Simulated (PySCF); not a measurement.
C$_{2}$H$_{2}$N$_{3}$, doublet, at a GFN2-xTB geometry, atoms displaced at random by about 0.08 Å a coordinate; PBE0/STO-3G, gradient by finite differences (PySCF).

PySCF was given this input:
```python
from pyscf import gto, scf, dft

mol = gto.Mole()
mol.atom = '''
    C     1.135064   -0.038065   -0.147784
    N     0.492733   -1.140318   -0.208320
    N    -0.858335   -0.646374    0.024694
    C    -0.626758    0.763636    0.264832
    N     0.524270    1.097982   -0.152386
    H    -1.659087   -1.226640    0.143646
    H    -1.646826    1.425522    0.415661
'''
mol.basis = 'sto-3g'
mol.charge = 0
mol.spin = 1
mol.verbose = 4
mol.build()

mf = dft.UKS(mol)
mf.xc = 'pbe0'
mf.conv_tol = 1e-11
mf.kernel()
scan, done = mf.as_scanner(), []
scan.scf_summary = {}
def energy(d):
    c = mol.atom_coords()
    c[6, 1] += d
    e = scan(mol.set_geom_(c, unit='Bohr', inplace=False))
    done.append(scan.converged)
    return e
h = 0.2
fd = (energy(h) - energy(-h)) / (2 * h)
print('dE/dx =', fd)
```

**Question.** Predict the main parts of the log of this PySCF run.

**Answer.** 
```
PySCF version 2.14.0

[INPUT] verbose = 4
[INPUT] num. atoms = 7
[INPUT] num. electrons = 35
[INPUT] charge = 0
[INPUT] spin (= nelec alpha-beta = 2S) = 1
[INPUT] symmetry False subgroup None
[INPUT] Mole.unit = angstrom
[INPUT] Symbol           X                Y                Z      unit          X                Y                Z       unit  Magmom
[...]
nuclear repulsion = 155.74346245311
number of shells = 17
number of NR pGTOs = 81
number of NR cGTOs = 27
basis = sto-3g
ecp = {}

******** <class 'pyscf.dft.uks.UKS'> ********
method = UKS
initial guess = minao
damping factor = 0
level_shift factor = 0
DIIS = <class 'pyscf.scf.diis.CDIIS'>
diis_start_cycle = 1
diis_space = 8
diis_damp = 0
SCF conv_tol = 1e-11
SCF conv_tol_grad = None
SCF max_cycles = 50
direct_scf = True
direct_scf_tol = 1e-13
number electrons alpha = 18  beta = 17
XC library pyscf.dft.libxc version 7.1.2
    S. Lehtola, C. Steigemann, M. J. T. Oliveira, and M. A. L. Marques,  SoftwareX 7, 1–5 (2018)
XC functionals = pbe0
    C. Adamo and V. Barone,  J. Chem. Phys. 110, 6158 (1999)
    M. Ernzerhof and G. E. Scuseria,  J. Chem. Phys. 110, 5029 (1999)
radial grids:
    Treutler-Ahlrichs [JCP 102, 346 (1995); DOI:10.1063/1.469408] (M4) radial grids

becke partition: Becke, JCP 88, 2547 (1988); DOI:10.1063/1.454033
pruning grids: <function nwchem_prune>
grids dens level: 3
symmetrized grids: False
atomic radii adjust function: <function treutler_atomic_radii_adjust>
small_rho_cutoff = 0
Set gradient conv threshold to 3.16228e-06
tot grids = 89560
init E= -239.371624121346

cycle= 1 E= -238.052790215713  delta_E= 1.32  |g|= 0.319  |ddm|= 3.02
cycle= 2 E= -237.9512205662  delta_E= 0.102  |g|= 0.549  |ddm|= 1.14
cycle= 3 E= -238.131423952638  delta_E= -0.18  |g|= 0.0348  |ddm|= 0.699
cycle= 4 E= -238.131789309165  delta_E= -0.000365  |g|= 0.0324  |ddm|= 0.0881
cycle= 5 E= -238.132483780861  delta_E= -0.000694  |g|= 0.00894  |ddm|= 0.0533
cycle= 6 E= -238.132555165083  delta_E= -7.14e-05  |g|= 0.00537  |ddm|= 0.0202
cycle= 7 E= -238.132595155709  delta_E= -4e-05  |g|= 0.0019  |ddm|= 0.0137
cycle= 8 E= -238.132608970754  delta_E= -1.38e-05  |g|= 0.00102  |ddm|= 0.0105
cycle= 9 E= -238.13261263727  delta_E= -3.67e-06  |g|= 0.000591  |ddm|= 0.00584
cycle= 10 E= -238.132613570423  delta_E= -9.33e-07  |g|= 0.000196  |ddm|= 0.00286
cycle= 11 E= -238.132613759852  delta_E= -1.89e-07  |g|= 0.000129  |ddm|= 0.00153
cycle= 12 E= -238.132613784481  delta_E= -2.46e-08  |g|= 6.82e-05  |ddm|= 0.000495
cycle= 13 E= -238.132613790602  delta_E= -6.12e-09  |g|= 1.63e-05  |ddm|= 0.00023
cycle= 14 E= -238.132613790786  delta_E= -1.84e-10  |g|= 1.97e-05  |ddm|= 6.9e-05
cycle= 15 E= -238.132613791044  delta_E= -2.58e-10  |g|= 4.55e-06  |ddm|= 3.29e-05
cycle= 16 E= -238.132613791052  delta_E= -7.96e-12  |g|= 3.6e-06  |ddm|= 1.36e-05
cycle= 17 E= -238.132613791064  delta_E= -1.18e-11  |g|= 7.13e-07  |ddm|= 6.85e-06
cycle= 18 E= -238.132613791065  delta_E= -1.14e-12  |g|= 4.25e-07  |ddm|= 2.6e-06
Extra cycle  E= -238.132613791064  delta_E= 6.25e-13  |g|= 4.14e-07  |ddm|= 1.53e-06
converged SCF energy = -238.132613791064  <S^2> = 0.75832596  2S+1 = 2.0083087
Create scanner for <class 'pyscf.dft.uks.UKS'>

WARN: Mole.unit (angstrom) is changed to Bohr

New geometry
   1 C      1.135064000000  -0.038065000000  -0.147784000000 AA    2.144960093853  -0.071932424932  -0.279271285593 Bohr
   2 N      0.492733000000  -1.140318000000  -0.208320000000 AA    0.931130422535  -2.154888714912  -0.393667746269 Bohr
   3 N     -0.858335000000  -0.646374000000   0.024694000000 AA   -1.622018073129  -1.221469834040   0.046664896920 Bohr
   4 C     -0.626758000000   0.763636000000   0.264832000000 AA   -1.184400966380   1.443062898858   0.500459949021 Bohr
   5 N      0.524270000000   1.097982000000  -0.152386000000 AA    0.990726715326   2.074885269702  -0.287967805218 Bohr
   6 H     -1.659087000000  -1.226640000000   0.143646000000 AA   -3.135220046826  -2.318013653436   0.271451598889 Bohr
[...]
cycle= 5 E= -238.123676066777  delta_E= -1.62e-06  |g|= 0.000421  |ddm|= 0.00241
cycle= 6 E= -238.12367615474  delta_E= -8.8e-08  |g|= 0.000156  |ddm|= 0.000651
cycle= 7 E= -238.123676170025  delta_E= -1.53e-08  |g|= 2.82e-05  |ddm|= 0.000229
cycle= 8 E= -238.123676170601  delta_E= -5.76e-10  |g|= 1.68e-05  |ddm|= 6.22e-05
cycle= 9 E= -238.123676170817  delta_E= -2.16e-10  |g|= 3.06e-06  |ddm|= 2.57e-05
cycle= 10 E= -238.123676170854  delta_E= -3.72e-11  |g|= 1.65e-06  |ddm|= 1.54e-05
cycle= 11 E= -238.123676170868  delta_E= -1.42e-11  |g|= 4.98e-07  |ddm|= 1.28e-05
cycle= 12 E= -238.12367617087  delta_E= -1.82e-12  |g|= 2.22e-07  |ddm|= 4.14e-06
Extra cycle  E= -238.12367617087  delta_E= 1.14e-13  |g|= 2.01e-07  |ddm|= 9.35e-07
converged SCF energy = -238.12367617087  <S^2> = 0.75829359  2S+1 = 2.0082765

WARN: Mole.unit (angstrom) is changed to Bohr

New geometry
   1 C      1.135064000000  -0.038065000000  -0.147784000000 AA    2.144960093853  -0.071932424932  -0.279271285593 Bohr
   2 N      0.492733000000  -1.140318000000  -0.208320000000 AA    0.931130422535  -2.154888714912  -0.393667746269 Bohr
   3 N     -0.858335000000  -0.646374000000   0.024694000000 AA   -1.622018073129  -1.221469834040   0.046664896920 Bohr
   4 C     -0.626758000000   0.763636000000   0.264832000000 AA   -1.184400966380   1.443062898858   0.500459949021 Bohr
   5 N      0.524270000000   1.097982000000  -0.152386000000 AA    0.990726715326   2.074885269702  -0.287967805218 Bohr
   6 H     -1.659087000000  -1.226640000000   0.143646000000 AA   -3.135220046826  -2.318013653436   0.271451598889 Bohr
   7 H     -1.646826000000   1.319686557816   0.415661000000 AA   -3.112050114813   2.493846164542   0.785485450663 Bohr

******** <class 'pyscf.scf.hf.UKS_Scanner'> ********
method = UKS_Scanner
initial guess = minao
damping factor = 0
level_shift factor = 0
DIIS = <class 'pyscf.scf.diis.CDIIS'>
diis_start_cycle = 1
diis_space = 8
diis_damp = 0
SCF conv_tol = 1e-11
SCF conv_tol_grad = None
SCF max_cycles = 50
direct_scf = True
direct_scf_tol = 1e-13
number electrons alpha = 18  beta = 17
XC library pyscf.dft.libxc version 7.1.2
    S. Lehtola, C. Steigemann, M. J. T. Oliveira, and M. A. L. Marques,  SoftwareX 7, 1–5 (2018)
XC functionals = pbe0
    C. Adamo and V. Barone,  J. Chem. Phys. 110, 6158 (1999)
    M. Ernzerhof and G. E. Scuseria,  J. Chem. Phys. 110, 5029 (1999)
radial grids:
    Treutler-Ahlrichs [JCP 102, 346 (1995); DOI:10.1063/1.469408] (M4) radial grids

becke partition: Becke, JCP 88, 2547 (1988); DOI:10.1063/1.454033
pruning grids: <function nwchem_prune>
grids dens level: 3
symmetrized grids: False
atomic radii adjust function: <function treutler_atomic_radii_adjust>
small_rho_cutoff = 0
Set gradient conv threshold to 3.16228e-06
tot grids = 89560
init E= -238.172018640659
cycle= 1 E= -238.135126202066  delta_E= 0.0369  |g|= 0.0429  |ddm|= 0.115
cycle= 2 E= -238.133425142761  delta_E= 0.0017  |g|= 0.0686  |ddm|= 0.161
cycle= 3 E= -238.136546350713  delta_E= -0.00312  |g|= 0.0073  |ddm|= 0.0952
cycle= 4 E= -238.136574580519  delta_E= -2.82e-05  |g|= 0.00336  |ddm|= 0.0136
cycle= 5 E= -238.136581289677  delta_E= -6.71e-06  |g|= 0.000825  |ddm|= 0.00478
cycle= 6 E= -238.136581637088  delta_E= -3.47e-07  |g|= 0.000259  |ddm|= 0.00123
cycle= 7 E= -238.136581680205  delta_E= -4.31e-08  |g|= 5.65e-05  |ddm|= 0.000394
cycle= 8 E= -238.136581682744  delta_E= -2.54e-09  |g|= 3.09e-05  |ddm|= 0.000118
cycle= 9 E= -238.136581683748  delta_E= -1e-09  |g|= 8.38e-06  |ddm|= 6e-05
cycle= 10 E= -238.136581684091  delta_E= -3.43e-10  |g|= 4.37e-06  |ddm|= 5.09e-05
cycle= 11 E= -238.136581684199  delta_E= -1.08e-10  |g|= 1.01e-06  |ddm|= 3.98e-05
cycle= 12 E= -238.136581684205  delta_E= -5.97e-12  |g|= 3.94e-07  |ddm|= 9.12e-06
Extra cycle  E= -238.136581684205  delta_E=    0  |g|= 3.93e-07  |ddm|= 1.67e-06
converged SCF energy = -238.136581684205  <S^2> = 0.75836663  2S+1 = 2.0083492
dE/dx = 0.032263783336361485
```
